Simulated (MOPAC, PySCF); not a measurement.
H₃B, SMILES `B`, neutral singlet in the gas phase. 

Cartesian coordinates (Å):
SMILES: B
```xyz
4

B      0.0000     0.0000     0.0000
H     -0.8991    -0.7941    -0.0006
H     -0.2381     1.1756     0.0015
H      1.1372    -0.3816    -0.0009
```
Charge 0, multiplicity 1.

All levels are single points at this geometry (PBE-D3(BJ)/def2-TZVP); Pople sets use spherical d functions. Orbital energies aren't observables, and empty levels follow the basis.

HF/6-31G* in PySCF gives dipole (D) = 0.00.

Problem. Estimate the dipole (D) from each of these levels: PBE-D3(BJ)/def2-TZVP in PySCF; B3LYP/3-21G in PySCF; PBE/6-31G* in PySCF; HF/3-21G in PySCF; PM6 in MOPAC.

Solution. 
```csv
level,dipole (D)
PBE-D3(BJ)/def2-TZVP in PySCF,0.00
B3LYP/3-21G in PySCF,0.00
PBE/6-31G* in PySCF,0.00
HF/3-21G in PySCF,0.00
PM6 in MOPAC,0.00
```
